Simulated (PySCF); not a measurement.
# Simulated absorption spectrum

PP3SeOO nortricyclane, O2P4Se.
Bonds: P1–Se2, P1–O5, P1–O7, Se2–P3, P3–P4, P3–P6, P4–O5, P4–P6, P6–O7.

Computed, not measured: TDDFT wB97X-D/def2-SVPD, vertical, gas phase, core orbitals frozen in the response (PySCF 2.14.0, density-fitted response routines). Geometry: PBE0-D3(BJ)/def2-SVP, one conformer, isolated molecule. Relativistic effects, spin–orbit coupling among them, are left out although an element past zinc is present.

Broadening: Gaussians 0.4 eV wide at half height, area fixed by f = 4.319×10⁻⁹ ∫ε dν̃. The width is an assumption, not a result. The curve ends short of the highest state used, and states not computed would add to its high-energy end.

| E (eV) | ε (L mol⁻¹ cm⁻¹) |
| --- | --- |
| 3.07 | 0 |
| 3.11 | 1 |
| 3.16 | 3 |
| 3.21 | 6 |
| 3.25 | 11 |
| 3.30 | 22 |
| 3.34 | 35 |
| 3.39 | 59 |
| 3.44 | 92 |
| 3.48 | 123 |
| 3.53 | 163 |
| 3.57 | 192 |
| 3.62 | 219 |
| 3.66 | 228 |
| 3.71 | 221 |
| 3.76 | 198 |
| 3.80 | 170 |
| 3.85 | 130 |
| 3.89 | 100 |
| 3.94 | 67 |
| 3.99 | 43 |
| 4.03 | 30 |
| 4.08 | 20 |
| 4.12 | 15 |
| 4.17 | 12 |
| 4.21 | 10 |
| 4.26 | 9 |
| 4.31 | 7 |
| 4.35 | 7 |
| 4.40 | 8 |
| 4.44 | 11 |
| 4.49 | 19 |
| 4.54 | 37 |
| 4.58 | 62 |
| 4.63 | 112 |
| 4.67 | 174 |
| 4.72 | 282 |
| 4.76 | 397 |
| 4.81 | 574 |
| 4.86 | 775 |
| 4.90 | 941 |
| 4.95 | 1133 |
| 4.99 | 1255 |
| 5.04 | 1348 |

Question: Where are the band maxima, and which computed states make them?

Answer: 338 nm (3.67 eV), ε about 230, made up of S1 (100%) (ε in L mol⁻¹ cm⁻¹; maxima over ε = 5, shares over 10%). At its high-energy end, 5.04 eV, the curve is still rising (ε about 1300, from S4 and S6). The states used: S1 3.67 eV (f 0.0034); S2 4.18 eV (f 0.0001); S3 4.81 eV (f 0.0005); S4 4.97 eV (f 0.0096); S5 5.06 eV (f 0.0007); S6 5.14 eV (f 0.012); S7 5.54 eV (f 0.0007); S8 5.55 eV (f 0.0075); S9 5.63 eV (f 0.0019); S10 5.64 eV (f 0.0002).

Question: Coming from long wavelengths, where does ε first pass 100 L mol⁻¹ cm⁻¹?

Answer: At about 359 nm (3.45 eV), 0.22 eV below S1.

Question: What would ε be at 3.67 eV, the highest of these maxima, with half the width (0.2 eV)?

Answer: About 456 L mol⁻¹ cm⁻¹ against 228, a factor of about 2.00; a lone state at its own centre would give exactly 2.

Question: On this curve, what absorbance would a 10⁻³ mol/L sample give at 280 nm over a 1 cm path?

Answer: 280 nm is 4.428 eV, where ε is about 9.4 L mol⁻¹ cm⁻¹, so A = ε c l ≈ 0.0094 (Beer–Lambert, with the gas-phase spectrum and the assumed width).

All these states lie below the vertical ionisation energy of 8.93 eV (ΔSCF).
